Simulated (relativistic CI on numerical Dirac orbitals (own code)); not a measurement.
From line strength to rate: Zn II 2025.48 Å (air)

Problem. For 3d¹⁰4s ²S1/2 – 3d¹⁰4p ²P°3/2 of Zn II a semi-empirical relativistic CI calculation gives the line strength S = 8.245 e²a₀² in the length gauge. The measured levels are 0.00 and 49355.00 cm⁻¹ (NIST Handbook). Find gf, f, A and the partial lifetime.

Working.
1. σ = 49355.00 − 0.00 = 49355.00 cm⁻¹, so the vacuum wavelength is 10⁸/σ = 2026.14 Å.
2. gf = 303.756 S/λ(Å) = 1.236, log gf = 0.092; with g = 2 for the lower level, f = 0.618.
3. A = 2.02613 × 10¹⁸ S/(g_u λ³) with g_u = 4: A = 5.02 × 10^8 s⁻¹.
4. The partial lifetime for this S is 1/A = 1.99 ns; in the calculation this line carries 100 % of the decay of the upper level.

Check. The Handbook lists A = 4.07 × 10^8 s⁻¹, a tabulated value with its own uncertainty (a few per cent for the best lines, 25 % or more for others); ours lies 23 % above it. The velocity form of the same calculation gives S = 6.33, and the gap between the two forms is a rough gauge of the error in S. With the computed energy (52303 cm⁻¹) in place of the measured one the rate would change by the factor (σ_calc/σ)³ = 1.19.
